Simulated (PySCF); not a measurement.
I3Ti (SMILES [I][Ti]([I])[I]), doublet, geometry from GFN2-xTB (such geometries of metal compounds can be far from the true shape) (the multiplicity is a formal guess) (core potentials on I); PySCF with DF-PBE0/def2-SVP.

PySCF was given this input:
```python
from pyscf import gto, scf, dft

mol = gto.Mole()
mol.atom = '''
    Ti   -0.263988    0.290942    0.540745
    I    -1.965389   -1.568207   -0.230045
    I     0.025457    2.179435   -1.274505
    I     2.049512   -0.731996    1.280090
'''
mol.basis = 'def2-svp'
mol.ecp = {'I': 'def2-svp'}
mol.charge = 0
mol.spin = 1
mol.verbose = 3
mol.build()

mf = dft.UKS(mol)
mf.xc = 'pbe0'
mf.grids.prune = dft.gen_grid.sg1_prune
mf = mf.density_fit(auxbasis='def2-universal-jkfit')
mf.kernel()
```

It wrote (shortened):

```
Traceback (most recent call last):
  File "input.py", line 21, in <module>
  File "<string>", line 2, in kernel
  File "site-packages/pyscf/scf/hf.py", line 2099, in scf
  File "site-packages/pyscf/scf/hf.py", line 132, in kernel
  File "site-packages/pyscf/dft/uks.py", line 42, in get_veff
  File "site-packages/pyscf/dft/uks.py", line 192, in initialize_grids
  File "site-packages/pyscf/dft/rks.py", line 506, in initialize_grids
  File "site-packages/pyscf/dft/gen_grid.py", line 653, in build
  File "<string>", line 6, in gen_atomic_grids
  File "site-packages/pyscf/dft/gen_grid.py", line 318, in gen_atomic_grids
  File "site-packages/pyscf/dft/gen_grid.py", line 81, in sg1_prune
IndexError: index 22 is out of bounds for axis 0 with size 19
```

The run crashed.
